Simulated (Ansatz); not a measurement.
A calculation with Ansatz (development build ahead of 0.2.0).

```yaml
crystal:
  periodic: [false, false, false]
  atoms:
    - { symbol: Ni, position_ang: [0.0, 0.0, 0.0] }
    - { symbol: B, position_ang: [0.0, 0.0, 3.705] }
basis:
  gaussian: { orbitals: pcseg-2 }
magnetization:
  initial_magnetization: 3
hamiltonian:
  xc: pbe0
```

The input is written out in the form of the current development build from the run's settings.

Output:

```
Converged                       : yes
Total energy                    : -1532.68710 hartree
Spin squared of the determinant : 3.750
Stability test                  : minimum among restricted orbitals
```

Caution: no unrestricted run beside it, a lower state can exist.
